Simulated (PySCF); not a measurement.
Assigning NMR signals

Mapped SMILES: `[CH3:1][CH2:2]/[C:3](=[CH:4]\[N:5]([CH3:6])[CH3:7])[CH2:8][CH2:9][F:10]`; H(Xn) means a hydrogen on atom n.

Level of theory: σ from GIAO-PBE0/pcSseg-1, geometry: GFN2-xTB, in PySCF 2.14.0 with density-fitted response routines (no solvent model, averaged over atoms made equivalent by symmetry, fast rotation or ring inversion, relativity neglected, one computed conformer).

Scale: TMS for ¹³C (186.93 ppm), ¹H (31.72 ppm) (reference shieldings calculated alike).

Q: Assign these signals to the numbered atoms. ¹³C{¹H} NMR (computed): δ 144.8 (CH), 122.4 (C), 87.2 (CH2), 45.8 (CH2), 43.0 (CH3), 29.4 (CH2), 10.0 (CH3).

A: 
144.8 → C4, alkene carbon bearing nitrogen: an sp2 carbon further deshielded by the attached heteroatom
122.4 → C3, β carbon of an enol-ether or enamine type C=C
87.2 → C9, sp3 CH2 bonded to F: the inductive effect lowers its shielding
45.8 → C8, allylic sp3 CH2: saturated and bonded to C and H only
43.0 → C6/C7, methyl carbon bonded to N: deshielded by the electronegative neighbour
29.4 → C2, allylic sp3 CH2: saturated and bonded to C and H only
10.0 → C1, methyl carbon: a saturated carbon with 1 carbon neighbour and no heteroatom attached

Q: Assign these signals to the numbered atoms. ¹H NMR (300 MHz, computed): δ 5.83 (s, 1H), 4.57 (m, 2H), 2.52 (s, 6H), 2.40 (m, 2H), 2.21 (q, 2H), 1.12 (t, 3H).

A: 
| δ (ppm) | atoms | environment | reason |
| --- | --- | --- | --- |
| 5.83 | H(C4) | hydrogen on an alkene carbon bearing nitrogen | a vinylic proton, deshielded by the sp2 carbon and the C=C anisotropy |
| 4.57 | H(C9) | hydrogen on an sp3 CH2 bonded to F | its carbon carries F, hence the downfield position |
| 2.52 | H(C6)/H(C7) | hydrogen on a methyl carbon bonded to N | its carbon carries N, which withdraws density |
| 2.40 | H(C8) | hydrogen on an allylic sp3 CH2 | allylic position |
| 2.21 | H(C2) | hydrogen on an allylic sp3 CH2 | – |
| 1.12 | H(C1) | hydrogen on a methyl carbon | – |

Splittings by ¹⁹F in the carbon and heteronuclear signals aren't shown, as no couplings were computed. Shifts are as computed. Against solution values, carbons near 30 ppm lie about +3 ppm off and those near 130 ppm about +5 ppm. Of 1211 compounds with measured shifts, 218 miss one by over three times the rms of a fit or turn the order of signals round; such compounds aren't used in these exercises. Multiplicities follow the n + 1 count of equivalent neighbours, as no J values were calculated; m marks all less simple cases, F and P coupling included.
